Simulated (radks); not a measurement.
Q: Species: the rhenium ion Re3+. Configuration: [Kr] 4d10 4f14 5s1.5 5p6 5d4 6p0.5 (fractional occupations, a model configuration). Method: Dirac Kohn-Sham, OLYP, spin-unpolarised, spherical densities, finite nucleus; open shells fill j = l - 1/2 first; Fermi nuclear charge, rms radius 5.3698 fm; computed with a radial shooting solver on a logarithmic mesh with Libxc functionals.

Spin-orbit splittings of the eigenvalues, e(l+1/2) - e(l-1/2), with zeta = 2 splitting/(2l+1) and mean radii in bohr:

| shell | occ. | splitting (eV) | zeta (eV) | <r> j=l-1/2 | <r> j=l+1/2 |
|---|---|---|---|---|---|
| 2p | 6 | 1439 | 959.5 | 0.06246 | 0.07053 |
| 3p | 6 | ? | ? | 0.1869 | 0.2019 |
| 3d | 10 | 67.99 | 27.19 | 0.1764 | 0.1810 |
| 4p | 6 | 73.06 | 48.71 | 0.4448 | 0.4782 |
| 4d | 10 | 13.53 | 5.410 | 0.4928 | 0.5042 |
| 4f | 14 | 2.540 | 0.7257 | 0.5719 | 0.5804 |
| 5p | 6 | 11.42 | 7.611 | 1.120 | 1.213 |
| 5d | 4 | 1.209 | 0.4836 | 1.602 | 1.644 |
| 5f | 0 | 0.01819 | 0.005198 | 4.275 | 4.289 |
| 6p | 0.5 | 1.579 | 1.053 | 2.933 | 3.144 |

Estimate the 3p splitting.

A: 312.7 eV (zeta = 208.5 eV).
